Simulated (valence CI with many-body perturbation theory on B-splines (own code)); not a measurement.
# Energy levels of Ir⁷¹⁺

Computed by configuration interaction combined with many-body perturbation theory (CI+MBPT): four valence electrons over a frozen Dirac-Fock core [He], a basis of 11 s, 11 p, 10 d, 8 f, 5 g, 2 h functions for each j, with the one-electron correlation potential Σ1 (screened to all orders), the two-electron term Σ2, the three-electron term Σ3, Breit, model QED; selected single and double excitations, second order for the rest, scaled by the run's own slope (own B-spline code, finite nucleus).

No measured spectrum was set against this ion. As an estimate, large intervals hold to a few tenths of a per cent, small ones and those within an open d or f shell to about a per cent. Among the levels kept, up to 1400 cm⁻¹ of a level comes from second order outside the variational space, and about a tenth of that is noise between levels of different J, which matters for small intervals.

Levels 1 to 45 of 218, with energies above the lowest level, (2s^2 2p1/2^2) J=0. "Leading %" is the weight of the configuration and term that name the level; weights of strongly mixed levels are sums over their largest components and can fall short. In the jj column 3d3/2^4 stands for four electrons in 3d with j = 3/2.

```csv
No.,Configuration,Term,J,E (eV),Leading %,g,Leading jj
1,2s2.2p2,3P,0,0,68,,2s^2 2p1/2^2 (100 %)
2,2s2.2p2,3P,1,1699,100,1.465,2s^2 2p1/2 2p3/2 (100 %)
3,2s2.2p2,1D,2,1717,66,1.129,2s^2 2p1/2 2p3/2 (100 %)
4,2s.2p3,3P°,2,2022,49,1.484,2s 2p1/2^2 2p3/2 (100 %)
5,2s.2p3,1P°,1,2115,31,1.112,2s 2p1/2^2 2p3/2 (100 %)
6,2s2.2p2,3P,2,3443,65,1.289,2s^2 2p3/2^2 (99 %)
7,2s2.2p2,1S,0,3509,67,,2s^2 2p3/2^2 (99 %)
8,2s.2p3,5S°,2,3690,50,1.544,2s 2p1/2 2p3/2^2 (100 %)
9,2s.2p3,3D°,3,3736,100,1.290,2s 2p1/2 2p3/2^2 (100 %)
10,2s.2p3,3P°,0,3804,100,,2s 2p1/2 2p3/2^2 (100 %)
11,2s.2p3,3S°,1,3828,53,1.297,2s 2p1/2 2p3/2^2 (100 %)
12,2s.2p3,1D°,2,3836,74,1.041,2s 2p1/2 2p3/2^2 (100 %)
13,2s.2p3,3P°,1,3841,64,1.286,2s 2p1/2 2p3/2^2 (100 %)
14,2p4,3P,2,4178,67,1.300,2p1/2^2 2p3/2^2 (99 %)
15,2p4,1S,0,4247,65,,2p1/2^2 2p3/2^2 (99 %)
16,2s.2p3,3P°,2,5498,51,1.434,2s 2p3/2^3 (100 %)
17,2s.2p3,1P°,1,5590,36,1.148,2s 2p3/2^3 (100 %)
18,2p4,3P,1,5894,100,1.466,2p1/2 2p3/2^3 (100 %)
19,2p4,1D,2,5913,68,1.118,2p1/2 2p3/2^3 (100 %)
20,2p4,3P,0,7669,65,,2p3/2^4 (100 %)
21,2s2.2p.3s,3P°,0,11436,100,,2s^2 2p1/2 3s (100 %)
22,2s2.2p.3s,3P°,1,11440,67,1.297,2s^2 2p1/2 3s (100 %)
23,2s2.2p.3p,3D,1,11531,74,0.629,2s^2 2p1/2 3p1/2 (100 %)
24,2s2.2p.3p,3P,0,11583,67,,2s^2 2p1/2 3p1/2 (99 %)
25,2s.2p2.3s,5P,1,11732,41,1.993,2s 2p1/2^2 3s (99 %)
26,2s.2p2.3s,3P,0,11773,68,,2s 2p1/2^2 3s (99 %)
27,2s.2p2.3p,3P°,1,11836,33,1.329,2s 2p1/2^2 3p1/2 (100 %)
28,2s.2p2.3p,3P°,0,11837,52,,2s 2p1/2^2 3p1/2 (99 %)
29,2s2.2p.3p,3D,2,12057,52,1.141,2s^2 2p1/2 3p3/2 (100 %)
30,2s2.2p.3p,3P,1,12058,49,1.495,2s^2 2p1/2 3p3/2 (99 %)
31,2s2.2p.3d,3F°,2,12125,75,0.739,2s^2 2p1/2 3d3/2 (100 %)
32,2s2.2p.3d,3D°,1,12152,50,0.825,2s^2 2p1/2 3d3/2 (100 %)
33,2s2.2p.3d,3P°,2,12270,47,1.283,2s^2 2p1/2 3d5/2 (98 %)
34,2s2.2p.3d,3F°,3,12275,46,1.090,2s^2 2p1/2 3d5/2 (100 %)
35,2s.2p2.3p,3P°,2,12356,36,1.488,2s 2p1/2^2 3p3/2 (97 %)
36,2s.2p2.3p,3D°,1,12361,30,1.140,2s 2p1/2^2 3p3/2 (100 %)
37,2s.2p2.3d,3D,1,12424,47,0.473,2s 2p1/2^2 3d3/2 (100 %)
38,2s.2p2.3d,3D,2,12430,30,1.102,2s 2p1/2^2 3d3/2 (99 %)
39,2s.2p2.3d,3D,3,12565,38,1.323,2s 2p1/2^2 3d5/2 (100 %)
40,2s.2p2.3d,3F,2,12583,26,1.035,2s 2p1/2^2 3d5/2 (99 %)
41,2s2.2p.3s,3P°,2,13187,98,1.465,2s^2 2p3/2 3s (98 %)
42,2s2.2p.3s,1P°,1,13196,66,1.121,2s^2 2p3/2 3s (99 %)
43,2s2.2p.3p,3P,1,13301,50,1.449,2s^2 2p3/2 3p1/2 (97 %)
44,2s2.2p.3p,3D,2,13303,47,1.140,2s^2 2p3/2 3p1/2 (98 %)
45,2s.2p2.3s,5P,2,13398,84,1.716,2s 2p1/2 2p3/2 3s (99 %)
```

The ionisation energy to 2s2.2p 2P°_1/2 of the next ion comes out as 20214 eV (NIST: 20210 ± 60 eV (theoretical)). All 218 levels together are meant to be complete up to 16146 eV.
